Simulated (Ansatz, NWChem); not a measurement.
## Errors in the atomisation enthalpy at 298 K

6 molecules holding an element past argon; the atomisation enthalpy at 298 K in kJ/mol, computed less measured. Shapes, held fixed at every level: PBE0-D4/def2-TZVP. Thermal terms are harmonic and unscaled (PBE0-D4/def2-TZVP); the spin-orbit lowering of the free atoms is taken from their spectra. Programs: Ansatz 0.2.0, NWChem 7.3.0. Measured values: Active Thermochemical Tables, CRC Handbook of Chemistry and Physics.

Levels: A = SPW92/def2-TZVPP; B = r2SCAN-D4/def2-TZVPP; C = B3LYP/6-31G* (Cartesian functions); D = MP2/def2-TZVPP.

| molecule | from tabulated heats | A | B | C | D |
| --- | --- | --- | --- | --- | --- |
| H2Se (hydrogen selenide) | 633 | +114 | +14 | -5 | -13 |
| AsF3 (arsenic trifluoride) | 1326 | +353 | +25 | -19 | +41 |
| CH2Br2 (dibromomethane) | 1373 | +248 | +6 | -38 | -3 |
| CHBrCl2 (bromodichloromethane) | 1341 | +302 | +11 | -73 | +11 |
| C2H3Br (vinyl bromide) | 2126 | +331 | +7 | -29 | -16 |
| C2H3BrO (acetyl bromide) | 2639 | +474 | +25 | -26 | +2 |

Q: Sum up the errors.

A: 
```json
{"level": "SPW92/def2-TZVPP", "kind": "LDA", "mean error": "+303.7", "mean absolute error": "303.7", "worst case": "C2H3BrO"}
{"level": "r2SCAN-D4/def2-TZVPP", "kind": "meta-GGA", "mean error": "+14.7", "mean absolute error": "14.7", "worst case": "AsF3"}
{"level": "B3LYP/6-31G* (Cartesian functions)", "kind": "global hybrid", "mean error": "-31.7", "mean absolute error": "31.7", "worst case": "CHBrCl2"}
{"level": "MP2/def2-TZVPP", "kind": "perturbation theory", "mean error": "+3.7", "mean absolute error": "14.3", "worst case": "AsF3"}
```

On this set MP2/def2-TZVPP has the smallest mean absolute error and SPW92/def2-TZVPP the largest. SPW92/def2-TZVPP is too high in 6 of 6; r2SCAN-D4/def2-TZVPP is too high in 6 of 6; B3LYP/6-31G* (Cartesian functions) is too low in 6 of 6. The heats of H2Se (hydrogen selenide), C2H3BrO (acetyl bromide) come from older tables and can be uncertain by 10 kJ/mol or more. Heats of the atoms come from ATcT where it has them. The levels differ in basis as well as in method. With so many references in doubt the order of the levels isn't settled. The tabulated value of AsF3 is in doubt (older tables, estimates, or at odds with other calculations) and kept here. Over the 5 molecules whose values aren't doubted the mean absolute errors are A 293.8; B 12.6; C 34.2; D 9.0. The smallest two are near a tie. Correlated wave functions converge slowly with the basis. Relativity is left out for As, Br, Se. Outer-core shells of As, Br, Se are correlated, in sets that cover them unevenly. The set is small.
